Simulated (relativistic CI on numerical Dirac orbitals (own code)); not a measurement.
# Sensitivity of the levels of Eu³⁰⁺ to α and to the nuclear radius

Method of calculation: Dirac-Coulomb-Breit CI, orbitals from a KLI potential per configuration, derivatives by finite differences, unscaled Slater integrals, QED left out (own radial code, finite nucleus).

Configuration list (outside the closed core [Ar] 3d10): 4s2.4p3, 4s.4p4, 4s2.4p2.4d, 4p5, 4s.4p3.4d, 4s2.4p2.4f, 4s2.4p.4d2, 4s2.4d3, 4s.4p.4d3, 4s2.4d2.4f. Double excitations out of closed p, d and f shells are left out; levels of such configurations are missing from the list, as are those of other unlisted configurations, and high levels can miss mixing partners.

With x = (α/α₀)² − 1 an excitation energy changes as ω = ω₀ + qx; K = 2q/ω₀ is the relative enhancement. Terms are leading LS components, so labels can repeat. The field-shift factor is F = δν/δ⟨r²⟩ for the transition from the lowest level.

Lowest level 4s2.4p3 2P°_3/2.

| Level | ω₀ (cm⁻¹) | q (cm⁻¹) | K | F (GHz/fm²) |
| --- | --- | --- | --- | --- |
| 4s2.4p3 4S°_3/2 | 279263 | 356200 | 2.55 | -23.8 |
| 4s2.4p3 2D°_5/2 | 314657 | 358100 | 2.28 | -23.9 |
| 4s2.4p3 2P°_1/2 | 359530 | 359900 | 2 | -25.5 |
| 4s2.4p3 2P°_3/2 | 644077 | 720100 | 2.24 | -52.3 |
| 4s.4p4 4P_5/2 | 860514 | 409300 | 0.951 | -559 |
| 4s2.4p2.4d 2D_3/2 | 924456 | 186300 | 0.403 | -222 |
| 4s.4p4 2S_1/2 | 970638 | 446000 | 0.919 | -573 |
| 4s2.4p2.4d 4F_3/2 | 1014295 | 295100 | 0.582 | -327 |
| 4s2.4p2.4d 4F_5/2 | 1070193 | 130100 | 0.243 | -16.5 |
| 4s.4p4 4P_3/2 | 1166182 | 701400 | 1.2 | -511 |
| 4s.4p4 2D_5/2 | 1207288 | 638600 | 1.06 | -396 |
| 4s2.4p2.4d 2P_3/2 | 1221686 | 458600 | 0.751 | -129 |
| 4s2.4p2.4d 4D_1/2 | 1223027 | 460700 | 0.753 | -140 |
| 4s2.4p2.4d 2F_5/2 | 1243872 | 452100 | 0.727 | -109 |
| 4s2.4p2.4d 2G_7/2 | 1266777 | 388400 | 0.613 | -14.3 |
| 4s2.4p2.4d 4D_7/2 | 1299273 | 444400 | 0.684 | -13.2 |
| 4s2.4p2.4d 4D_1/2 | 1303669 | 626100 | 0.96 | -349 |
| 4s2.4p2.4d 4D_3/2 | 1333957 | 615100 | 0.922 | -306 |
| 4s2.4p2.4d 2G_9/2 | 1336785 | 452600 | 0.677 | -13.6 |
| 4s2.4p2.4d 4P_5/2 | 1356373 | 438400 | 0.646 | -47.8 |
| 4s2.4p2.4d 2D_3/2 | 1372973 | 425000 | 0.619 | -107 |
| 4s2.4p2.4d 4D_5/2 | 1403848 | 472500 | 0.673 | -87 |
| 4s2.4p2.4d 4P_1/2 | 1404279 | 431500 | 0.615 | -80.3 |

At this charge energies of transitions that change n are usually good to better than 1 %, and those within a shell (Δn = 0) to a few per cent.
